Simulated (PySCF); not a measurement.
## Electron correlation in Se (selenium, neutral)

[Ar] 3d10 4s2 4p4, high-spin 3P determinant. All numbers are calculated (PySCF 2.14, no relativity, point nucleus, in dyall-av2z). Frozen: [Ar] 3d10; 6 electrons correlated; the 39 highest virtual orbitals of each spin left out.

MP2 pair energies summed by pair of shells (mhartree):

```
 pair  energy  share (%)
4p-4p  -38.35       47.0
4s-4p  -35.80       43.9
4s-4s   -7.43        9.1
```

Total MP2 correlation energy: -81.58 mhartree.

Same-spin part -20.08 and opposite-spin part -61.50 mhartree; SCS-MP2 scales them by 1/3 and 6/5 to -80.50 mhartree.
